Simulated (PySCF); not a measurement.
TiF₃, SMILES [F][Ti+]([F])[F], charge +1, multiplicity 1. Atoms are numbered in the order given.

```xyz
4

Ti     0.0000     0.0000     0.2819
F      1.3821     0.7980    -0.2297
F      0.0000    -1.5959    -0.2297
F     -1.3821     0.7980    -0.2297
```
Charge +1, spin multiplicity 1.

The structure is a stationary point at PBE0-D3(BJ)/def2-SVP. The spin state was assumed, not searched. The isomer is the one that the SMILES or the coordinates give; other isomers of the formula were not compared.

Two levels are set side by side: PBE/pcSseg-2 (PySCF) and PBE0/pcSseg-2 (PySCF). GIAO shifts against CFCl3 (¹⁹F) at the same level; non-relativistic, no solvent, atoms listed together averaged. Differences are taken from unrounded values.

```
quantity                      PBE
--------------------------  -----
δ(¹⁹F) of F2, F3, F4 (ppm)  623.8
```

Problem. These are the PBE values. What does PBE0 give? (Estimate from the structure and the level; the computed values follow.)

Solution. 
```json
[
 {"quantity": "δ(¹⁹F) of F2, F3, F4 (ppm)", "PBE0": "641.3", "PBE minus PBE0": "-17.4"}
]
```

Rough cost on one machine, each run with all the roots and properties that it gave: PBE0 against PBE within a factor of 2.
